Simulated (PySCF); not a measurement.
Vertical excitations of a molecule C3H5, multiplicity 2 from TDA-M06-2X/def2-SVPD (PySCF 2.14.0), as energy in eV (oscillator strength): 4.35 (0.000), 5.01 (0.003), 6.09 (0.002), 6.67 (0.019), 6.71 (0.001), 7.47 (0.062), 7.52 (0.011), 7.85 (0.019), 8.28 (0.001), 8.34 (0.002). Coordinates come from a B3LYP-D3(BJ)/def2-TZVP optimisation. Other conformers were not sampled.

### Question
Pick the molecule that these values belong to.
A) C=[C]C
B) [CH2]C=C
C) [CH]=CC
D) [CH]1CC1

### Answer
D, [CH]1CC1
